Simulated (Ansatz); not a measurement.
Geometry optimisation, UKS PBE-D4/def2-SVP (Ansatz).

The input (input.yaml):

```yaml
crystal:
  periodic: [false, false, false]
  atoms:
    - { symbol: Sn, position_ang: [0.000402, 0.0, -0.070595] }
    - { symbol: H, position_ang: [0.000215, 0.0, 1.672169] }
    - { symbol: H, position_ang: [1.631411, 0.0, -0.643763] }
    - { symbol: H, position_ang: [-0.815083, 1.412592, -0.644116] }
    - { symbol: H, position_ang: [-0.815083, -1.412592, -0.644116] }
    - { symbol: H, position_ang: [-6.1e-05, 0.0, 3.53222] }
magnetization:
  spin_polarized: true
  initial_magnetization: 1
basis:
  gaussian: { orbitals: def2-SVP }
hamiltonian:
  xc: pbe
  dispersion: d4
relax:
  f_tol: 0.03
  max_steps: 50
output:
  orbitals: {}
```

Launched with:

```bash
$ ansatz run input.yaml --threads 1 --pin off --max-ram 2048MiB --backend cpu --events-out ev --progress --plain --runs-dir out
```

Q: Where does it end, and by what steps?

A: It converged. The force dipped under the threshold on the way, but the program's further checks kept it going. After 15 steps the energy has fallen by 1.168 eV; H2 moved furthest, 1.28 Å. Parted: Sn1–H2 (1.74 → 3.39 Å). Joined: H2–H6 (1.86 → 0.77 Å).

```tsv
step	energy less start (eV)	largest force component (eV/Å)	accepted
0	0.0000	0.054	yes
1	-0.0013	0.083	yes
2	-0.0195	0.395	yes
3	-0.0965	0.962	yes
4	-0.1579	1.040	yes
5	-0.4682	2.105	yes
6	-0.3407	6.161	no
7	-0.7298	1.624	yes
8	-0.8760	1.296	yes
9	-1.0187	0.621	yes
10	-1.1048	0.642	yes
11	-1.1459	0.496	yes
12	-1.1483	0.281	yes
13	-1.1671	0.044	yes
14	-1.1679	0.008	yes
15	-1.1681	0.014	yes
```

```xyz
6
Properties=species:S:1:pos:R:3
Sn 0.001 0.000 -0.431
H 0.000 0.000 2.957
H 1.639 0.000 -1.018
H -0.819 1.419 -1.017
H -0.819 -1.419 -1.017
H -0.001 0.000 3.727
```

The run took 20 s on 1 thread of Arm Neoverse V2, on a shared host, peak memory 0.11 GiB.
